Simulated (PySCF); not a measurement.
A structure optimised at r2SCAN-D4/def2-SVP, used in a PySCF frequency run:

```
S
O 1 1.4504
O 1 1.4504 2 122.70
N 1 1.6440 2 108.24 3 -127.09
H 4 1.0192 1 112.66 2 -47.62
H 4 1.0192 5 113.33 1 129.40
O 1 1.6532 2 107.85 4 -106.79
H 7 0.9738 1 107.25 2 -67.21
```
Charge 0, spin multiplicity 1.

Problem. Write its SMILES, formula and point group.

Solution. NS(=O)(=O)O, H3NO3S, Cs

Problem. What are its rotational constants (standard atomic weights)?

Solution. 4.7525, 4.6589, 4.6480 GHz
